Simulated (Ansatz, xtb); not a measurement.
## C3H4ClN3: which of two isomers lies lower

Structure a: `Cn1cnc(Cl)n1`, a singlet. Structure b: `Cc1nc(Cl)n[nH]1`, a singlet. Both are isolated molecules in the gas phase, relaxed with B3LYP-D3(BJ)/def2-SVP.

Q: Estimate which is lower in electronic energy at CCSD(T)/def2-SVP + ΔMP2/def2-TZVPP, and by roughly how much.

A: The CCSD(T)/def2-SVP + ΔMP2/def2-TZVPP calculation puts structure b lower, by 26.1 kJ/mol.

How the difference moves with the method:

| level | geometry | E(b) − E(a) (kJ/mol) | departure from the last row (kJ/mol) | job, with rough time for the two |
| --- | --- | --- | --- | --- |
| GFN2-xTB | GFN2-xTB | +0.1 | +26.2 | optimisation, 0.22 s |
| HF/STO-3G | GFN2-xTB | −20.2 | +5.8 | single point, 0.77 s |
| r2SCAN-D4/def2-SVP | GFN2-xTB | −27.5 | −1.5 | single point, 4.8 s |
| B3LYP-D3(BJ)/def2-SVP | B3LYP-D3(BJ)/def2-SVP | −24.9 | +1.2 | optimisation, 45 s |
| HF/def2-SVP | B3LYP-D3(BJ)/def2-SVP | −26.4 | −0.3 | part of the CCSD(T) run |
| MP2/def2-SVP | B3LYP-D3(BJ)/def2-SVP | −22.4 | +3.6 | part of the CCSD(T) run |
| CCSD(T)/def2-SVP | B3LYP-D3(BJ)/def2-SVP | −23.2 | +2.8 | single point |
| CCSD(T)/def2-SVP + ΔMP2/def2-TZVPP | B3LYP-D3(BJ)/def2-SVP | −26.1 |  | single point, 62 s |

As drawn, b has 1 C–C, 1 N–H in place of 1 C–N, 1 C–H.

GFN2-xTB finds them nearly level. The largest departure from CCSD(T)/def2-SVP + ΔMP2/def2-TZVPP is that of GFN2-xTB, 26.2 kJ/mol. The last row adds to CCSD(T) the change of the MP2 difference between the two basis sets, here −2.8 kJ/mol.

With thermal terms from frequencies at re-optimised GFN2-xTB minima (ideal gas, soft modes damped towards free rotors, one conformer each, 298.15 K, 1 atm): the zero-point term adds +0.1 kJ/mol; ΔH is −25.9 and ΔG −25.6 kJ/mol.

The correlated steps freeze 11 core orbitals. Codes used: Ansatz 0.2.0, xtb 6.7.1; the last row on 2 threads of Intel(R) Xeon(R) Processor @ 2.70GHz on a shared host.
